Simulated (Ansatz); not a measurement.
Reading a saddle point

A first-order saddle point of GeH6SO, singlet, PBE0-D4/def2-TZVP, with one imaginary mode of 282i cm⁻¹:

```json
{"atom": "Ge1", "x (Å)": "-0.8987", "y (Å)": "-0.3982", "z (Å)": "-0.1044"}
{"atom": "O2", "x (Å)": "0.4755", "y (Å)": "0.2534", "z (Å)": "1.1693"}
{"atom": "H3", "x (Å)": "-0.5301", "y (Å)": "-1.7123", "z (Å)": "-0.7891"}
{"atom": "H4", "x (Å)": "-1.7686", "y (Å)": "-0.7723", "z (Å)": "1.1376"}
{"atom": "H5", "x (Å)": "-1.7019", "y (Å)": "0.6619", "z (Å)": "-0.8625"}
{"atom": "H6", "x (Å)": "1.0539", "y (Å)": "0.7218", "z (Å)": "0.3914"}
{"atom": "S7", "x (Å)": "1.1931", "y (Å)": "0.7382", "z (Å)": "-1.4191"}
{"atom": "H8", "x (Å)": "0.1733", "y (Å)": "0.8398", "z (Å)": "1.8751"}
{"atom": "H9", "x (Å)": "2.0034", "y (Å)": "-0.3325", "z (Å)": "-1.3983"}
```

Ansatz 0.2.0; basis: def2-TZVPP and def2-QZVPP; cores frozen in the correlated methods. Filled d shells of the heavier atoms are correlated. The def2 sets are not built for correlating such inner shells, so the correlated values are less sure here. Extrapolation: Hartree–Fock as exp(−7.88 √X), correlation as X^−2.97.

Question: Which contacts change along the imaginary mode, and what lies on either side? (Judge from chemistry; the calculation decides.)

Answer: The calculation gives: The step is GeH₄O ([OH][GeH3]) + H₂S → GeH₄S ([SH][GeH3]) + H₂O, with the molecules in contact on both sides. Shortening one way: Ge1–S7, O2–H6; lengthening the same way: Ge1–O2, H6–S7.
```json
{"pair": "Ge1–S7", "one side (Å)": "4.05", "saddle (Å)": "2.72", "other side (Å)": "2.24"}
{"pair": "O2–H6", "one side (Å)": "2.13", "saddle (Å)": "1.08", "other side (Å)": "0.97"}
{"pair": "Ge1–O2", "one side (Å)": "1.79", "saddle (Å)": "1.98", "other side (Å)": "3.47"}
{"pair": "H6–S7", "one side (Å)": "1.35", "saddle (Å)": "1.82", "other side (Å)": "2.47"}
```

Question: Which side is lower, and how far does the saddle lie above each? (Judge from chemistry; the value comes from the calculation.)

Answer: Computed: The side with Ge1–S7, O2–H6 short is lower by 28.7 kJ/mol; the saddle lies 143.5 kJ/mol above it and 114.8 kJ/mol above the other (CCSD(T) at an estimated basis limit (MP2 extrapolated from triple and quadruple zeta, plus CCSD(T) − MP2 in triple zeta); electronic energies).

No T1 diagnostic of these runs exceeds 0.013.

Labels in which every atom is bracketed show which atoms are joined, not bond orders.

For scale, one of the runs: CCSD(T)/def2-TZVPP, 205 basis functions, launched by `ansatz run in.yaml --threads 4 --pin off --events-out ev --progress --plain --max-ram 9574MiB`. Time: 82 s of wall clock on 4 CPU threads of an Arm Neoverse V1; the host was shared. Peak host memory: 2.6 GiB.
